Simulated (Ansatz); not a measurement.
trifluoromethane (CHF3), singlet, at a GFN2-xTB geometry; CCSD(T)/STO-3G run with Ansatz (a program for electronic structure).

Here is a job for Ansatz.
Ansatz 0.2 input:
```yaml
crystal:
  periodic: [false, false, false]
  atoms:
    - {symbol: C, position_ang: [0.00184574, 0.00147866, 0.33702587]}
    - {symbol: H, position_ang: [0.00789083, 0.00632154, 1.44084271]}
    - {symbol: F, position_ang: [0.02727377, 1.24268325, -0.13386700]}
    - {symbol: F, position_ang: [1.06198689, -0.64643979, -0.13124532]}
    - {symbol: F, position_ang: [-1.09136790, -0.59793163, -0.11966522]}
basis:
  gaussian:
    orbitals: STO-3G
magnetization: {spin_polarized: false}
correlation: {method: ccsd_t}
```

Write the output that Ansatz gives for this input, abridged.


```
Functional definition: HF
311 factors; integrals over basis functions are off by at most 1.5e-5 eV
mean field evaluation 1: about -9031.9719 eV, gradient 3.7e1 eV
mean field evaluation 2: about -9032.1478 eV, gradient 3.7e1 eV
mean field evaluation 4: about -9036.6852 eV, gradient 2.0e0 eV
mean field evaluation 8: about -9036.7035 eV, gradient 1.8e-4 eV
mean field evaluation 16: about -9036.7025 eV, gradient 5.0e-1 eV
mean field -9036.70346557 eV, -332.0927270619 hartree, gradient 1.6e-6 eV, S^2 0.000000; 0 other end points of the search recorded, 0 dependent functions left out
4 core orbitals not correlated
reference -9036.70346557 eV, -332.0927270619 hartree; 13, 13 occupied and 4, 4 virtual orbitals, 311 factors
second order -2.56435879 eV of doubles, -0.00000000 eV of singles
cycle   1  -2.99191774 eV  change   -4.3e-1 eV  update   6.2e-2
cycle   2  -3.21748837 eV  change   -2.3e-1 eV  update   1.9e-2
cycle   3  -3.25046758 eV  change   -3.3e-2 eV  update   6.5e-3
cycle   4  -3.25071220 eV  change   -2.4e-4 eV  update   1.2e-3
cycle   5  -3.25057768 eV  change    1.3e-4 eV  update   3.2e-4
cycle   6  -3.25068253 eV  change   -1.0e-4 eV  update   1.0e-4
cycle   7  -3.25064465 eV  change    3.8e-5 eV  update   1.9e-5
cycle   8  -3.25064075 eV  change    3.9e-6 eV  update   6.3e-6
perturbative correction -0.10157834 eV, -0.0037329353 hartree
Total energy: -9040.05568466 eV, -332.2159188415 hartree
```
